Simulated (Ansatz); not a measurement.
Consider the ligand exchange at the Si–O bond: `N[SiH2]OBF` + `O[SiH3]` → `N[SiH2]O[SiH3]` + `OBF`.

Isolated molecules relaxed with PBE0-D4/def2-TZVP in Ansatz; ΔE leaves out vibrations. CCSD(T)/CBS is the MP2 limit (def2-TZVPP, def2-QZVPP) plus CCSD(T) − MP2 in def2-TZVPP, frozen cores. This one scheme is used for every species. DFT in def2-TZVPP. B3LYP here is the variant with VWN-RPA as its local correlation; programs differ in this. Each species was taken in one conformer, which may not be the lowest.

```csv
level,ΔE (kcal/mol),difference from CCSD(T)/CBS
PBE-D4,-4.7,0.0
r2SCAN-D4,-4.7,0.0
PBE0-D4,-4.9,-0.2
ωB97M-V,-4.6,0.1
B2PLYP,-4.7,0.0
r2SCAN,-4.6,0.1
PBE0,-4.6,0.1
B3LYP,-4.6,0.1
HF/def2-TZVPP,-5.0,-0.3
MP2/def2-TZVPP,-4.9,-0.2
CCSD/def2-TZVPP,-4.9,-0.2
CCSD(T)/def2-TZVPP,-4.8,-0.1
HF/def2-QZVPP,-5.1,-0.4
HF/CBS(def2),-5.1,-0.4
MP2/CBS(def2),-4.7,0.0
CCSD/CBS(def2),-4.7,0.0
CCSD(T)/CBS,-4.7,0
```

Largest T1 diagnostic among the species: 0.013.
